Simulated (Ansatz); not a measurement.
# Isomers of Si2H3OF2

2 of its isomers, all doublets with charge 0: A = `F[Si](F)O[SiH3]`; B = `F[SiH](F)O[SiH2]`.

Shapes, held fixed at every level: PBE0-D4/def2-TZVP. Flexible molecules stand in one conformer, not always the lowest. Programs: Ansatz 0.2.0.

Electronic energies in kJ/mol, without zero-point or thermal terms.

(1) Which isomer should be the most stable, and roughly by how much?

Answers

(1) B < A in rising energy, over a span of 28 kJ/mol, by CCSD(T)/CBS estimate. All levels agree on that. The B − A difference spans -31.2 to -25.8 kJ/mol over the levels. Open shells run unrestricted unless RO is named. The CBS estimate extrapolates MP2 from def2-TZVPP and def2-QZVPP and adds CCSD(T) − MP2 in the triple-zeta set, cores frozen.

```
               level                    kind  B − A
       HF/def2-TZVPP            Hartree–Fock  -27.5
    SPW92/def2-TZVPP                     LDA  -25.8
 BHLYP-D4/def2-TZVPP           global hybrid  -30.5
  PBE0-D4/def2-TZVPP           global hybrid  -27.0
  wB97X-V/def2-TZVPP  range-separated hybrid  -27.0
        MP2/def2-SVP     perturbation theory  -31.2
     CCSD/def2-TZVPP   coupled cluster or CI  -29.5
CCSD(T)/CBS estimate   coupled cluster or CI  -27.6
```
